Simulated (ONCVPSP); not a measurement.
Te (Z = 52), ONCV: configuration errors across variants

| Quantity | Value |
| --- | --- |
| Element | tellurium |
| Generator | ONCVPSP 4.0.1 |
| Type | optimised norm-conserving Vanderbilt (ONCV) |
| Functional | PBE |
| Relativity | scalar-relativistic |
| Frozen core | [Ar] 3d10 |
| Valence charge | 24 |
| Reference configuration | 4s2 4p6 4d10 5s2 5p4 |
| Partial waves | 4s+5s: rc 1.25 bohr, ncon 3, nbas 8, qcut 9.6 1/bohr, 2 projectors; 4p+5p: rc 1.45 bohr, ncon 4, nbas 8, qcut 9.8 1/bohr, 2 projectors; 4d: rc 0.95 bohr, ncon 3, nbas 7, qcut 11.1 1/bohr, 2 projectors, debl 0.9 Ha |
| Local potential | polynomial inside 0.70 bohr (lpopt 5, dvloc0 0 Ha) |
| Core correction | none |

In the d channel the program set the typed energies aside and used -1.531, 0.250 Ha.

All-electron excitation energies from the reference (eV): (1) 4s2 4p6 4d10 5s2 5p3 9.729; (2) 4s2 4p6 4d10 5s2 5p2 27.654; (3) 4s2 4p6 4d10 5s2 5p1 54.552; (4) 4s2 4p6 4d9 5s2 5p5 38.256.

A true bound ghost makes a file unfit for plane-wave use even where its test errors are small: the radial tests pick states by their node count and pass the ghost by.

Errors AE − PS in meV (a dash: test not solved or not reliable):

| change | (1) | (2) | (3) | (4) | bound ghosts | GHOST(+) flags above zero |
| --- | --- | --- | --- | --- | --- | --- |
| base | -2.1 | -6.1 | -12 | +4.0 | none | s |
| d: qcut 6.7 | -2.1 | -6.2 | -12 | -6.8 | d | s |
| d: qcut 8.5 | -2.1 | -6.1 | -12 | -1.0 | none | s |
| d: qcut 9.5 | -2.1 | -6.1 | -12 | +2.0 | none | s |
| d: qcut 11.3 | -2.1 | -6.1 | -12 | +4.2 | none | s |
| d: qcut 12.7 | -2.1 | -6.1 | -12 | +4.5 | none | s |
| d: qcut 13.4 | -2.1 | -6.1 | -12 | +4.5 | none | s |
| d: qcut 16.1 | -2.1 | -6.1 | -12 | +4.5 | none | s |

(1) Give the same row for: d: qcut 15.3.

Answers

(1) -2.1, -6.1, -12, +4.5; bound ghosts: none; GHOST(+) flags above zero: s.
